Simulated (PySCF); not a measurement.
C$_{2}$H$_{6}$Al, charge +1, singlet, geometry from GFN2-xTB (such geometries of metal compounds can be far from the true shape); PySCF with R2SCAN/6-31G*.

Here is a job for PySCF.
```python
from pyscf import gto, scf, dft

mol = gto.Mole()
mol.atom = '''
    Al   -0.000000    0.000000   -0.000000
    C     1.507206    0.200427   -1.239094
    H     2.192760   -0.660451   -1.178285
    H     2.091560    1.107770   -1.015367
    H     1.160357    0.276711   -2.282487
    C    -1.507206   -0.200427    1.239094
    H    -2.073403   -1.123741    1.034869
    H    -2.208850    0.645525    1.156299
    H    -1.162424   -0.245814    2.284971
'''
mol.basis = '6-31g*'
mol.charge = 1
mol.spin = 0
mol.verbose = 4
mol.build()

mf = dft.RKS(mol)
mf.xc = 'r2scan'
mf.level_shift = 0.1
mf.max_cycle = 100
mf.kernel()
mf.analyze()
```

### Question
What does PySCF print? Leave out banner, timings and long lists.

### Answer

```
PySCF version 2.14.0

[INPUT] verbose = 4
[INPUT] num. atoms = 9
[INPUT] num. electrons = 30
[INPUT] charge = 1
[INPUT] spin (= nelec alpha-beta = 2S) = 0
[INPUT] symmetry False subgroup None
[INPUT] Mole.unit = angstrom
[INPUT] Symbol           X                Y                Z      unit          X                Y                Z       unit  Magmom
[...]
nuclear repulsion = 87.2923942365189
number of shells = 32
number of NR pGTOs = 129
number of NR cGTOs = 58
basis = 6-31g*
ecp = {}

******** <class 'pyscf.dft.rks.RKS'> ********
method = RKS
initial guess = minao
damping factor = 0
level_shift factor = 0.1
DIIS = <class 'pyscf.scf.diis.CDIIS'>
diis_start_cycle = 1
diis_space = 8
diis_damp = 0
SCF conv_tol = 1e-09
SCF conv_tol_grad = None
SCF max_cycles = 100
direct_scf = True
direct_scf_tol = 1e-13
XC library pyscf.dft.libxc version 7.1.2
    S. Lehtola, C. Steigemann, M. J. T. Oliveira, and M. A. L. Marques,  SoftwareX 7, 1–5 (2018)
XC functionals = r2scan
    J. W. Furness, A. D. Kaplan, J. Ning, J. P. Perdew, and J. Sun,  J. Phys. Chem. Lett. 11, 8208–8215 (2020)
    J. W. Furness, A. D. Kaplan, J. Ning, J. P. Perdew, and J. Sun,  J. Phys. Chem. Lett. 11, 9248–9248 (2020)
    J. W. Furness, A. D. Kaplan, J. Ning, J. P. Perdew, and J. Sun,  J. Phys. Chem. Lett. 11, 8208–8215 (2020)
    J. W. Furness, A. D. Kaplan, J. Ning, J. P. Perdew, and J. Sun,  J. Phys. Chem. Lett. 11, 9248–9248 (2020)
radial grids:
    Treutler-Ahlrichs [JCP 102, 346 (1995); DOI:10.1063/1.469408] (M4) radial grids

becke partition: Becke, JCP 88, 2547 (1988); DOI:10.1063/1.454033
pruning grids: <function nwchem_prune>
grids dens level: 3
symmetrized grids: False
atomic radii adjust function: <function treutler_atomic_radii_adjust>
small_rho_cutoff = 0
Set gradient conv threshold to 3.16228e-05
Initial guess from minao.
tot grids = 106264
init E= -321.925477432954
[...]
cycle= 1 E= -321.830747846747  delta_E= 0.0947  |g|= 0.403  |ddm|= 2.36
[...]
cycle= 2 E= -321.838071039488  delta_E= -0.00732  |g|= 0.393  |ddm|= 0.843
[...]
cycle= 3 E= -321.882156523375  delta_E= -0.0441  |g|= 0.0452  |ddm|= 0.302
[...]
cycle= 4 E= -321.883103551461  delta_E= -0.000947  |g|= 0.00629  |ddm|= 0.0828
[...]
cycle= 5 E= -321.883117342209  delta_E= -1.38e-05  |g|= 0.00243  |ddm|= 0.00842
[...]
cycle= 6 E= -321.883119275053  delta_E= -1.93e-06  |g|= 0.000447  |ddm|= 0.00334
[...]
cycle= 7 E= -321.883119344667  delta_E= -6.96e-08  |g|= 4.6e-05  |ddm|= 0.000682
[...]
cycle= 8 E= -321.88311934562  delta_E= -9.53e-10  |g|= 6.63e-06  |ddm|= 0.000103
[...]
Extra cycle  E= -321.88311934563  delta_E= -1.03e-11  |g|= 6.66e-06  |ddm|= 2.54e-05
converged SCF energy = -321.88311934563
**** SCF Summaries ****
Total Energy =                        -321.883119345630405
Nuclear Repulsion Energy =              87.292394236518930
One-electron Energy =                 -609.295938171541820
Two-electron Energy =                  200.120424589392485
Two-electron Coulomb Energy =          231.492327675703962
DFT Exchange-Correlation Energy =      -31.371903086311470
HOMO-LUMO gap [eV] =                     6.004093418762809
**** MO energy ****
[...]
 ** Mulliken pop on meta-lowdin orthogonal AOs  **
 ** Mulliken pop  **
 ** Mulliken atomic charges  **
charge of    0Al =      1.07771
charge of    1C =     -0.56596
charge of    2H =      0.17570
charge of    3H =      0.17570
charge of    4H =      0.17570
charge of    5C =     -0.56596
charge of    6H =      0.17570
charge of    7H =      0.17570
charge of    8H =      0.17570

WARN: System has nonzero charge 1; the dipole moment is origin-dependent.
Location of origin: [0. 0. 0.]

Dipole moment(X, Y, Z, Debye):  0.00000, -0.00000, -0.00000
```
